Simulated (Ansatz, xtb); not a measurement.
**C2H9AlO2: which of two structures lies lower**

Structure a is `C[OH+][Al@H-]([CH3])[OH]`, a singlet and structure b is a singlet given by its coordinates. Both are isolated molecules in the gas phase, relaxed with PBE0-D4/def2-SVP; the shapes shown needn't be the lowest conformers.

a (Å):

```xyz
14

C     2.0126    0.8659    1.1546
C     1.9312    1.0951   -2.2595
Al    0.2968    0.4837   -1.3646
O     0.7669    0.5158    0.5757
O    -0.8496    1.7212   -0.8302
H     2.7382    0.0922    0.8741
H     1.9240    0.8887    2.2506
H     2.3713    1.8398    0.7875
H     0.0723    1.2022    0.7087
H    -0.3373   -0.9455   -1.6930
H     2.7766    0.3984   -2.1218
H     2.2576    2.0906   -1.9136
H     1.7739    1.1746   -3.3491
H    -1.7710    1.7643   -1.0885
```

b (Å):

| atom | x (Å) | y (Å) | z (Å) |
| --- | --- | --- | --- |
| C | -0.2560 | -1.7969 | -0.2591 |
| C | -1.4959 | -2.1130 | 0.5803 |
| Al | -1.8341 | -0.8947 | 2.0904 |
| O | -3.5161 | -0.6937 | 2.5958 |
| O | -2.2267 | 0.8450 | 1.1461 |
| H | 0.6616 | -1.7963 | 0.3523 |
| H | -0.0934 | -2.5181 | -1.0784 |
| H | -0.3117 | -0.7989 | -0.7297 |
| H | -2.3973 | -2.1452 | -0.0612 |
| H | -1.4111 | -3.1388 | 0.9861 |
| H | -0.7291 | -0.6115 | 3.2069 |
| H | -3.8517 | -0.8313 | 3.4825 |
| H | -3.1332 | 0.7892 | 1.5339 |
| H | -2.3184 | 0.7851 | 0.1863 |

Close contacts (Å): C1–C2 1.53, C2–Al3 1.97, Al3–O4 1.77, Al3–O5 2.02, C1–H6 1.10, C1–H7 1.10, C1–H8 1.10, C2–H9 1.11, C2–H10 1.11, Al3–H11 1.60, Al3–H13 2.20, O4–H12 0.96, O5–H13 0.99, O5–H14 0.97.

**Question.** Estimate which is lower in electronic energy at CCSD(T)/def2-SVP + ΔMP2/def2-TZVPP, and by roughly how much.

**Answer.** The CCSD(T)/def2-SVP + ΔMP2/def2-TZVPP calculation puts structure b lower, by 6.6 kcal/mol.

The same difference at several levels:

| level | geometry | E(b) − E(a) (kcal/mol) | departure from the last row (kcal/mol) | job, with rough time for the two |
| --- | --- | --- | --- | --- |
| PBE0-D4/def2-SVP | PBE0-D4/def2-SVP | −5.9 | +0.7 | optimisation, 3.5 min |
| HF/def2-SVP | PBE0-D4/def2-SVP | −3.1 | +3.5 | part of the CCSD(T) run |
| MP2/def2-SVP | PBE0-D4/def2-SVP | −7.4 | −0.7 | part of the CCSD(T) run |
| CCSD(T)/def2-SVP | PBE0-D4/def2-SVP | −6.1 | +0.5 | single point |
| CCSD(T)/def2-SVP + ΔMP2/def2-TZVPP | PBE0-D4/def2-SVP | −6.6 |  | single point, 47 s |

None of the levels shown reverses the order. The largest departure from CCSD(T)/def2-SVP + ΔMP2/def2-TZVPP is that of HF/def2-SVP, 3.5 kcal/mol. A small imaginary or near-zero mode remains, so no thermal terms are given. Levels run at GFN2-xTB geometries aren't shown. The last row adds to CCSD(T) the change of the MP2 difference between the two basis sets, here −0.5 kcal/mol.

The correlated steps freeze 9 core orbitals. Run with Ansatz 0.2.0, xtb 6.7.1; the last row on 2 threads of Intel(R) Xeon(R) Platinum 8259CL CPU @ 2.50GHz (Skylake/Cascade Lake) on a shared host.
